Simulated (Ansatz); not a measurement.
Geometry optimisation, UKS PBE/def2-SVP in Ansatz 0.2.0.

Input file:

```yaml
crystal:
  periodic: [false, false, false]
  atoms:
    - { symbol: Zr, position_ang: [-0.035014, -0.050054, 0.766581] }
    - { symbol: Cl, position_ang: [1.097109, 1.793116, 2.074839] }
    - { symbol: Cl, position_ang: [2.016909, -0.389122, -0.385302] }
    - { symbol: Cl, position_ang: [-1.38272, 1.542622, -0.363445] }
    - { symbol: F, position_ang: [-0.951244, -1.69723, 0.271114] }
    - { symbol: Cl, position_ang: [-0.48814, -0.758731, 3.178513] }
magnetization:
  spin_polarized: true
  initial_magnetization: 1
basis:
  gaussian: { orbitals: def2-SVP }
hamiltonian:
  xc: pbe
relax:
  f_tol: 0.03
  max_steps: 50
output:
  orbitals: {}
```

Launched with:

```bash
$ ansatz run input.yaml --threads 4 --pin off --max-ram 5120MiB --backend cpu --events-out ev --progress --plain --runs-dir out
```

Question: Where does it end, and by what steps?

Answer: The forces met the threshold. After 4 steps the energy has fallen by 0.314 eV; Cl2 moved furthest, 0.35 Å.

```
step  energy less start (eV)  largest force component (eV/Å)  accepted
   0                  0.0000                           0.807       yes
   1                 -0.2387                           0.713       yes
   2                 -0.2530                           0.647       yes
   3                 -0.3106                           0.240       yes
   4                 -0.3136                           0.029       yes
```

```xyz
6
Properties=species:S:1:pos:R:3
Zr -0.029 -0.050 0.660
Cl 0.996 1.612 2.352
Cl 1.980 -0.391 -0.494
Cl -1.375 1.504 -0.454
F -0.939 -1.688 0.345
Cl -0.375 -0.546 3.133
```

Whether the end is a true minimum wasn't checked by a vibrational analysis.

Time of the run: 26 s on 4 threads of Arm Neoverse V1, with other jobs on the host, peak memory 0.26 GiB.
